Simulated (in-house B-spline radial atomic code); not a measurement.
A run on Dy³⁺ (an excited or competing configuration) that did not converge. Method: scalar-relativistic (X2C) wB97X, spin-polarised, spherical fractional occupations, Fermi nucleus of rms radius 5.2218 fm; computed with an all-electron radial atomic-structure program (B-spline basis).

Command:
```bash
python run_scf.py task.json out
```
Settings (nuclear radius in fm, mass in u):
```
Z                66
configuration    [Xe] 4f8 6f1
hamiltonian      x2c
method           wb97x
spin_polarised   True
nucleus          fermi
rms_radius       5.2218
atomic_mass      163.92918
speed_of_light   137.035999084
```

First and last ten iterations of the last attempt (damped for 15 steps, keeping 80 % of the old Fock matrix, then DIIS):
```
 iter        energy (Eh)    residual
    1      -12104.989139    8.05e-01
    2      -12124.611665    1.20e+00
    3      -12139.328251    7.98e-01
    4      -12147.066901    5.34e-01
    5      -12150.979797    3.63e-01
    6      -12152.892006    2.43e-01
    7      -12153.794492    1.76e-01
    8      -12154.206298    1.27e-01
    9      -12154.391908    9.46e-02
   10      -12154.477319    7.12e-02
  111      -12154.567280    8.35e-06
  112      -12154.567280    7.71e-06
  113      -12154.567280    9.67e-06
  114      -12154.567280    1.53e-05
  115      -12154.567280    8.80e-06
  116      -12154.567280    9.87e-06
  117      -12154.567280    2.50e-05
  118      -12154.567280    1.46e-05
  119      -12154.567280    4.51e-05
  120      -12154.567280    1.62e-05
 not converged after 120 iterations
```

The smallest residual met was 7.3e-06; the threshold is about 7e-07. Over the last five steps the energy moves by less than 1e-08 hartree, but the orbitals didn't meet the threshold. Cost of the run: 44 s on 1 thread of Arm Neoverse V1, with other jobs on the host.
